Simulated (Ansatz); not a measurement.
`C=C[CH2][Al]([F])[Cl]` + CH₃OH → `C[O][Al]([F])[Cl]` + `C=CC` at 400 K and 1 bar (ligand exchange at the Al–C bond).

Gas-phase electronic energies from Ansatz, PBE0-D4/def2-TZVP geometries. CCSD(T)/CBS is the MP2 limit (def2-TZVPP, def2-QZVPP) plus CCSD(T) − MP2 in def2-TZVPP, frozen cores. This one scheme is used for every species. Each species was taken in one conformer, which may not be the lowest.

| species | CCSD(T)/CBS energy (Eh) | H − E (kJ/mol) | S (J/(mol·K)) |
| --- | --- | --- | --- |
| `C=C[CH2][Al]([F])[Cl]` | -918.89256 | 230.8 | 407.4 |
| CH₃OH | -115.61712 | 151.2 | 252.6 |
| `C[O][Al]([F])[Cl]` | -916.81237 | 153.4 | 386.7 |
| `C=CC` | -117.74610 | 229.7 | 285.2 |

H − E and S are ideal-gas, rigid-rotor, harmonic terms from PBE0-D4/def2-TZVP, for one conformer and one mirror image of each species. 1 Eh = 2625.50 kJ/mol, R = 8.31446 J/(mol·K).

**Question.** By hand: ΔE, ΔH, ΔS and ΔG.

**Answer.** ΔE = (-916.81237) + (-117.74610) − (-918.89256) − (-115.61712) = -0.04879 Eh = -128.1 kJ/mol. Δ(H − E) = 153.4 + 229.7 − 230.8 − 151.2 = 1.1, so ΔH = -127.0 kJ/mol. ΔS = 386.7 + 285.2 − 407.4 − 252.6 = 11.9 J/(mol·K). ΔG = -127.0 − 400 × (11.9)/1000 = -131.8 kJ/mol.

**Question.** By hand: the equilibrium constant, and the temperature at which ΔG would vanish if ΔH and ΔS stayed fixed.

**Answer.** log₁₀ K = −ΔG/(RT ln 10) = 17.2. ΔH and −TΔS have one sign here, so there is no such temperature.

The number of gas molecules stays the same, so ΔS is small and ΔH decides. A doubt of 5 kJ/mol in ΔE shifts log₁₀ K by 0.7 here. Other conformers and mirror images would add mixing entropy, several J/(mol·K) or more a flexible species. These are equilibria of isolated gas molecules and say nothing of rates. Largest T1 diagnostic: 0.011 (customary marks: 0.02 for closed shells, 0.045 for open ones).

ΔS is within the doubt of such terms, so its sign, and with it that verdict, could turn.
